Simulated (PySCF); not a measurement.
## Electron correlation in Sn²⁺ (tin, charge +2)

[Kr] 4d10 5s2, closed-shell 1S. All numbers are calculated (PySCF 2.14, a scalar-relativistic core potential, in def2-TZVPPD with the def2 core potential (28 electrons)). Frozen: nothing; 20 electrons correlated.

MP2 pair energies summed by pair of shells (mhartree):

```json
{"pair": "4d-4d", "energy": "-143.14", "share (%)": "47.2"}
{"pair": "4d-5s", "energy": "-70.86", "share (%)": "23.4"}
{"pair": "4p-4d", "energy": "-34.44", "share (%)": "11.4"}
{"pair": "5s-5s", "energy": "-25.10", "share (%)": "8.3"}
{"pair": "4p-4p", "energy": "-10.17", "share (%)": "3.4"}
{"pair": "4s-4d", "energy": "-7.87", "share (%)": "2.6"}
{"pair": "4p-5s", "energy": "-5.91", "share (%)": "2.0"}
{"pair": "4s-4p", "energy": "-4.27", "share (%)": "1.4"}
{"pair": "4s-4s", "energy": "-0.91", "share (%)": "0.3"}
{"pair": "4s-5s", "energy": "-0.42", "share (%)": "0.1"}
```

Total MP2 correlation energy: -303.09 mhartree.

Same-spin part -102.91 and opposite-spin part -200.19 mhartree; SCS-MP2 scales them by 1/3 and 6/5 to -274.52 mhartree.

The basis has no tight functions for the innermost shells, so their pair energies are far from complete.

This basis was not built for core-valence correlation, so the inner-shell part is incomplete.
